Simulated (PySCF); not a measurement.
## Ionisation energy of Mo+ by level of theory

Mo+ [Kr] 4d5 (6S) → Mo(2+) [Kr] 4d4 (5D), as a difference of total energies. Computed with PySCF 2.14 in aug-cc-pVTZ-PP with one added diffuse shell each of s, p, d, f, g type with ECP28MDF (7s7p6d4f3g, 113 functions), with scalar relativity through the core potential. Correlated levels: valence: 4s2 4p6 frozen. The calculations carry no spin-orbit coupling.

Q: Order these methods by the ionisation energy they give, lowest first.
A. r2SCAN
B. PBE
C. SCS-MP2 (valence)
D. M06-L

A: C (15.303 eV), D (15.972 eV), A (16.286 eV), B (16.408 eV).

The reference lies between the lowest fine-structure levels, while these numbers refer to the centres of the terms.

Errors of the correlated levels include the incompleteness of this basis and the frozen core.

For comparison: 16.16 ± 0.12 eV (semi-empirical (NIST evaluation); NIST Atomic Spectra Database, ionization energies).
